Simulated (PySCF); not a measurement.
Ligand exchange on a metal centre used in film growth or etching (Zn F-H). Gas-phase values, no solvent.

The dipole moment from two functionals at the same geometries (BP86-D3(BJ)/def2-SVP), both in PySCF: PBE-D3(BJ)/def2-TZVP and B3LYP-D3(BJ)/def2-TZVP. B3LYP has the VWN-RPA correlation part, as in Gaussian. 

```csv
species,B3LYP-D3(BJ)/def2-TZVP (D)
0 of 2 F replaced by H ([Zn(F)2]),0.00
1 of 2 F replaced by H,2.18
2 of 2 F replaced by H,0.00
```

Q: What does PBE-D3(BJ)/def2-TZVP give for each?

A: 
- 0 of 2 F replaced by H ([Zn(F)2]): 0.00
- 1 of 2 F replaced by H: 2.05
- 2 of 2 F replaced by H: 0.00
Over these rows, drawn at random from the members with no instability flagged (it was tested for open shells, ions and some series alone), PBE minus B3LYP-D3(BJ): mean -0.04 D, from -0.13 D to 0.00 D.
